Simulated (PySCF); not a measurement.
H3IOSiZn (SMILES [SiH3][O][Zn][I]), singlet, at a GFN2-xTB geometry (such geometries of metal compounds can be far from the true shape) (all electrons, no relativity); CASSCF(6,5)/STO-3G run with PySCF.

The PySCF input:
```python
from pyscf import gto, scf, mcscf, mp
import numpy

mol = gto.Mole()
mol.atom = '''
    Zn    0.162488   -0.101921   -0.524949
    I    -0.971521    0.649251    1.453921
    O     1.289808   -0.871269   -1.536610
    Si    2.097524   -1.409169   -2.824977
    H     1.174223   -2.217702   -3.628340
    H     3.193720   -2.193993   -2.256819
    H     2.564212   -0.242414   -3.581606
'''
mol.basis = 'sto-3g'
mol.charge = 0
mol.spin = 0
mol.verbose = 4
mol.build()

mf = scf.RHF(mol)
mf.kernel()
mc = mcscf.CASSCF(mf, 5, 6)
mc.fix_spin_(ss=0.0)
noons, natorbs = mcscf.addons.make_natural_orbitals(mp.MP2(mf).run())
mc.kernel(natorbs)
occ = numpy.linalg.eigvalsh(mc.fcisolver.make_rdm1(mc.ci, mc.ncas, mc.nelecas))[::-1]
ss = mc.fcisolver.spin_square(mc.ci, mc.ncas, mc.nelecas)[0]
print('natural occupations', occ.round(4), ' <S^2>', round(ss, 4))
```

Task: What does PySCF print? Leave out banner, timings and long lists.

Result: 
```
PySCF version 2.14.0

[INPUT] verbose = 4
[INPUT] num. atoms = 7
[INPUT] num. electrons = 108
[INPUT] charge = 0
[INPUT] spin (= nelec alpha-beta = 2S) = 0
[INPUT] symmetry False subgroup None
[INPUT] Mole.unit = angstrom
[INPUT] Symbol           X                Y                Z      unit          X                Y                Z       unit  Magmom
[...]
nuclear repulsion = 701.134162550368
number of shells = 30
number of NR pGTOs = 186
number of NR cGTOs = 62
basis = sto-3g
ecp = {}

******** <class 'pyscf.scf.hf.RHF'> ********
method = RHF
initial guess = minao
damping factor = 0
level_shift factor = 0
DIIS = <class 'pyscf.scf.diis.CDIIS'>
diis_start_cycle = 1
diis_space = 8
diis_damp = 0
SCF conv_tol = 1e-09
SCF conv_tol_grad = None
SCF max_cycles = 50
direct_scf = True
direct_scf_tol = 1e-13
Set gradient conv threshold to 3.16228e-05
Initial guess from minao.
init E= -8944.81284320315
[...]
cycle= 1 E= -8968.9379785032  delta_E= -24.1  |g|= 0.678  |ddm|= 3.16
[...]
cycle= 2 E= -8969.22649947343  delta_E= -0.289  |g|= 0.366  |ddm|= 2.15
[...]
cycle= 3 E= -8969.2613579574  delta_E= -0.0349  |g|= 0.105  |ddm|= 0.485
[...]
cycle= 4 E= -8969.26864400086  delta_E= -0.00729  |g|= 0.0309  |ddm|= 0.314
[...]
cycle= 5 E= -8969.26926146044  delta_E= -0.000617  |g|= 0.0169  |ddm|= 0.0749
[...]
cycle= 6 E= -8969.26955419959  delta_E= -0.000293  |g|= 0.0043  |ddm|= 0.0705
[...]
cycle= 7 E= -8969.2695843503  delta_E= -3.02e-05  |g|= 0.00188  |ddm|= 0.0252
[...]
cycle= 8 E= -8969.26959081738  delta_E= -6.47e-06  |g|= 0.00122  |ddm|= 0.0115
[...]
cycle= 9 E= -8969.26959358098  delta_E= -2.76e-06  |g|= 0.001  |ddm|= 0.005
[...]
cycle= 10 E= -8969.26959764293  delta_E= -4.06e-06  |g|= 0.000665  |ddm|= 0.00842
[...]
cycle= 11 E= -8969.26960012633  delta_E= -2.48e-06  |g|= 0.000294  |ddm|= 0.00976
[...]
cycle= 12 E= -8969.26960043844  delta_E= -3.12e-07  |g|= 0.000195  |ddm|= 0.00326
[...]
cycle= 13 E= -8969.26960052776  delta_E= -8.93e-08  |g|= 0.000166  |ddm|= 0.000919
[...]
cycle= 14 E= -8969.26960067181  delta_E= -1.44e-07  |g|= 0.000108  |ddm|= 0.00179
[...]
cycle= 15 E= -8969.26960075812  delta_E= -8.63e-08  |g|= 2.54e-05  |ddm|= 0.00243
[...]
cycle= 16 E= -8969.26960076005  delta_E= -1.92e-09  |g|= 1.15e-05  |ddm|= 0.000329
[...]
cycle= 17 E= -8969.26960076018  delta_E= -1.29e-10  |g|= 3.19e-06  |ddm|= 6.52e-05
[...]
Extra cycle  E= -8969.26960076019  delta_E= -1.09e-11  |g|= 1.59e-06  |ddm|= 9.04e-06
converged SCF energy = -8969.26960076019

******** <class 'pyscf.mp.mp2.RMP2'> ********
nocc = 54, nmo = 62
E(RMP2) = -8969.44934417981  E_corr = -0.179743419619605
E(SCS-RMP2) = -8969.45844145259  E_corr = -0.188840692399365
E_corr(same-spin) = -0.0309823974740327
E_corr(oppo-spin) = -0.148761022145573

******** <class 'pyscf.mcscf.mc1step.CASSCF'> ********
CAS (3e+3e, 5o), ncore = 51, nvir = 6
max_cycle_macro = 50
max_cycle_micro = 4
conv_tol = 1e-07
conv_tol_grad = None
orbital rotation max_stepsize = 0.02
orbital rotation threshold for CI restart = 0.01
augmented hessian ah_max_cycle = 30
augmented hessian ah_conv_tol = 1e-12
augmented hessian ah_linear dependence = 1e-14
augmented hessian ah_level shift = 1e-08
augmented hessian ah_start_tol = 2.5
augmented hessian ah_start_cycle = 3
augmented hessian ah_grad_trust_region = 3
kf_trust_region = 3
kf_interval = 4
ci_response_space = 4
ci_grad_trust_region = 3
with_dep4 0
natorb = False
canonicalization = True
sorting_mo_energy = False
ao2mo_level = 2
internal_rotation = False
******** <class 'pyscf.fci.addons.SpinPenaltyFCISolver'> ********
max. cycles = 50
conv_tol = 1e-08
davidson only = True
linear dependence = 1e-12
level shift = 0.001
max iter space = 12
nroots = 1
pspace_size = 400
spin = None
CASCI E = -8969.33113689890  S^2 = 0.0000000
Set conv_tol_grad to 0.000316228
macro iter   1 ( 21 JK    4 micro), CASSCF E = -8969.33782599021  dE = -6.68909131e-03  S^2 = 0.0000000
               |grad[o]|=0.0984  |grad[c]|=0.0451  |ddm|=0.0684  |maxRot[o]|=0.249
[...]
macro iter  32 ( 21 JK    4 micro), CASSCF E = -8969.38486252876  dE = -9.06593777e-06  S^2 = 0.0000000
               |grad[o]|=0.00293  |grad[c]|=0.00225  |ddm|=0.000284  |maxRot[o]|=0.0692
macro iter  33 ( 21 JK    4 micro), CASSCF E = -8969.38489499358  dE = -3.24648172e-05  S^2 = 0.0000000
               |grad[o]|=0.00251  |grad[c]|=0.00457  |ddm|=0.00036  |maxRot[o]|=0.0904
macro iter  34 (  7 JK    2 micro), CASSCF E = -8969.38493020817  dE = -3.52145926e-05  S^2 = 0.0000000
               |grad[o]|=0.00216  |grad[c]|=0.0106  |ddm|=0.000536  |maxRot[o]|=0.0551
macro iter  35 ( 17 JK    4 micro), CASSCF E = -8969.38490550183  dE =  2.47063435e-05  S^2 = 0.0000000
               |grad[o]|=0.00211  |grad[c]|=0.0133  |ddm|=0.000515  |maxRot[o]|=0.0637
macro iter  36 ( 21 JK    4 micro), CASSCF E = -8969.38492362978  dE = -1.81279447e-05  S^2 = 0.0000000
               |grad[o]|=0.00285  |grad[c]|=0.00152  |ddm|=0.000226  |maxRot[o]|=0.0346
macro iter  37 ( 21 JK    4 micro), CASSCF E = -8969.38492108745  dE =  2.54232873e-06  S^2 = 0.0000000
               |grad[o]|=0.00255  |grad[c]|=0.0018  |ddm|=0.000208  |maxRot[o]|=0.0231
macro iter  38 ( 23 JK    4 micro), CASSCF E = -8969.38494023902  dE = -1.91515683e-05  S^2 = 0.0000000
               |grad[o]|=0.00229  |grad[c]|=0.000926  |ddm|=0.000123  |maxRot[o]|=0.041
macro iter  39 ( 21 JK    4 micro), CASSCF E = -8969.38494253664  dE = -2.29762372e-06  S^2 = 0.0000000
               |grad[o]|=0.00221  |grad[c]|=0.00224  |ddm|=0.000269  |maxRot[o]|=0.0155
macro iter  40 ( 21 JK    4 micro), CASSCF E = -8969.38493176669  dE =  1.07699507e-05  S^2 = 0.0000000
               |grad[o]|=0.00199  |grad[c]|=0.00244  |ddm|=0.000231  |maxRot[o]|=0.0758
macro iter  41 ( 21 JK    4 micro), CASSCF E = -8969.38495399159  dE = -2.22248982e-05  S^2 = 0.0000000
               |grad[o]|=0.00197  |grad[c]|=0.00197  |ddm|=0.000116  |maxRot[o]|=0.0498
macro iter  42 ( 21 JK    4 micro), CASSCF E = -8969.38495735048  dE = -3.35889308e-06  S^2 = 0.0000000
               |grad[o]|=0.00197  |grad[c]|=0.00134  |ddm|=0.00024  |maxRot[o]|=0.0238
macro iter  43 ( 21 JK    4 micro), CASSCF E = -8969.38495383717  dE =  3.51330527e-06  S^2 = 0.0000000
               |grad[o]|=0.002  |grad[c]|=0.002  |ddm|=0.000206  |maxRot[o]|=0.067
macro iter  44 ( 21 JK    4 micro), CASSCF E = -8969.38497662420  dE = -2.27870241e-05  S^2 = 0.0000000
               |grad[o]|=0.00195  |grad[c]|=0.00149  |ddm|=0.00017  |maxRot[o]|=0.053
macro iter  45 ( 21 JK    4 micro), CASSCF E = -8969.38497806842  dE = -1.44421756e-06  S^2 = 0.0000000
               |grad[o]|=0.00198  |grad[c]|=0.00121  |ddm|=0.000185  |maxRot[o]|=0.0429
macro iter  46 ( 21 JK    4 micro), CASSCF E = -8969.38499651325  dE = -1.84448381e-05  S^2 = 0.0000000
               |grad[o]|=0.00191  |grad[c]|=0.00524  |ddm|=0.000446  |maxRot[o]|=0.0752
macro iter  47 ( 21 JK    4 micro), CASSCF E = -8969.38499178115  dE =  4.73210639e-06  S^2 = 0.0000000
               |grad[o]|=0.0027  |grad[c]|=0.00216  |ddm|=0.000374  |maxRot[o]|=0.101
macro iter  48 ( 21 JK    4 micro), CASSCF E = -8969.38500686505  dE = -1.50839023e-05  S^2 = 0.0000000
               |grad[o]|=0.00306  |grad[c]|=0.0017  |ddm|=0.000347  |maxRot[o]|=0.0183
macro iter  49 ( 21 JK    4 micro), CASSCF E = -8969.38501218631  dE = -5.32126433e-06  S^2 = 0.0000000
               |grad[o]|=0.00277  |grad[c]|=0.00136  |ddm|=0.000187  |maxRot[o]|=0.0452
macro iter  50 ( 21 JK    4 micro), CASSCF E = -8969.38499532073  dE =  1.68655824e-05  S^2 = 0.0000000
               |grad[o]|=0.00257  |grad[c]|=0.00171  |ddm|=0.000185  |maxRot[o]|=0.0738
1-step CASSCF not converged,  50 macro (1019 JK 198 micro) steps
CASSCF canonicalization
Density matrix diagonal elements [1.99870132 1.01001253 1.4646155  0.53667068 0.98999997]
CASSCF energy = -8969.38499532073
CASCI E = -8969.38499532073  E(CI) = -22.5224300470982  S^2 = 0.0000000
natural occupations [1.9999 1.6151 1.0664 0.9336 0.385 ]  <S^2> 0.0
```

The run did not converge; its last values are not results.
